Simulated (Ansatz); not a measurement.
Geometry optimisation, Ansatz, RKS PBE-D4/STO-3G.

Input:

```yaml
crystal:
  periodic: [false, false, false]
  atoms:
    - { symbol: Si, position_ang: [0.0, 0.0, 0.0] }
    - { symbol: C, position_ang: [0.0, 0.0, 1.87] }
    - { symbol: H, position_ang: [-0.9996, -0.3092, 2.2405] }
    - { symbol: H, position_ang: [0.7676, -0.7111, 2.2405] }
    - { symbol: H, position_ang: [0.232, 1.0203, 2.2405] }
    - { symbol: O, position_ang: [1.5842, 0.0, -0.5594] }
    - { symbol: Si, position_ang: [2.4906, -1.3762, -0.8866] }
    - { symbol: H, position_ang: [1.6598, -2.3521, -1.5857] }
    - { symbol: H, position_ang: [3.6318, -1.0202, -1.7249] }
    - { symbol: H, position_ang: [2.9691, -1.9538, 0.366] }
    - { symbol: Cl, position_ang: [-1.0032, 1.7381, -0.7093] }
    - { symbol: O, position_ang: [-0.7913, -1.3709, -0.5594] }
    - { symbol: Si, position_ang: [-1.673, -2.4329, 0.3983] }
    - { symbol: H, position_ang: [-1.2634, -2.287, 1.792] }
    - { symbol: H, position_ang: [-3.0964, -2.1323, 0.2761] }
    - { symbol: H, position_ang: [-1.4264, -3.8036, -0.0398] }
basis:
  gaussian: { orbitals: STO-3G }
hamiltonian:
  xc: pbe
  dispersion: d4
relax:
  f_tol: 0.02
  max_steps: 40
```

Command:

```bash
$ ansatz run input.yaml --threads 1 --pin off --max-ram 2048MiB --backend cpu --events-out ev --progress --plain --runs-dir out
```

Where does it end, and by what steps?

The run converged. The force dipped under the threshold on the way, but the program's further checks kept it going. Limits of this set-up: minimal basis. After 25 steps the energy has fallen by 0.532 eV; H10 moved furthest, 1.40 Å.

| step | energy less start (eV) | largest force component (eV/Å) | accepted |
| --- | --- | --- | --- |
| 0 | 0.0000 | 1.264 | yes |
| 1 | -0.2211 | 0.657 | yes |
| 2 | -0.2647 | 0.334 | yes |
| 3 | -0.3100 | 0.167 | yes |
| 4 | -0.3455 | 0.368 | yes |
| 5 | -0.3742 | 0.401 | yes |
| 6 | -0.4041 | 0.255 | yes |
| 7 | -0.4280 | 0.259 | yes |
| 8 | -0.4528 | 0.263 | yes |
| 9 | -0.4886 | 0.183 | yes |
| 10 | -0.5028 | 0.285 | yes |
| 11 | -0.5214 | 0.148 | yes |
| 12 | -0.5233 | 0.103 | yes |
| 13 | -0.5271 | 0.054 | yes |
| 14 | -0.5286 | 0.065 | yes |
| 15 | -0.5295 | 0.045 | yes |
| 16 | -0.5304 | 0.046 | yes |
| 17 | -0.5309 | 0.057 | yes |
| 18 | -0.5312 | 0.047 | yes |
| 19 | -0.5315 | 0.024 | yes |
| 20 | -0.5318 | 0.015 | yes |
| 21 | -0.5320 | 0.029 | yes |
| 22 | -0.5321 | 0.026 | yes |
| 23 | -0.5323 | 0.015 | yes |
| 24 | -0.5324 | 0.015 | yes |
| 25 | -0.5324 | 0.019 | yes |

```xyz
16
Properties=species:S:1:pos:R:3
Si 0.269 -0.421 0.425
C -0.025 0.311 2.131
H -1.102 0.405 2.347
H 0.433 -0.317 2.914
H 0.423 1.317 2.192
O 1.901 -0.270 0.043
Si 2.458 -1.256 -1.264
H 1.545 -1.260 -2.405
H 3.733 -0.675 -1.659
H 2.683 -2.633 -0.829
Cl -0.925 0.734 -0.953
O -0.101 -2.055 0.215
Si -1.716 -2.584 0.492
H -2.197 -2.176 1.812
H -2.637 -2.073 -0.522
H -1.660 -4.038 0.420
```

Whether the end is a true minimum wasn't checked by a vibrational analysis.

Time of the run: 2.5 min on 1 thread of Arm Neoverse V1 (shared host), peak memory 0.17 GiB.
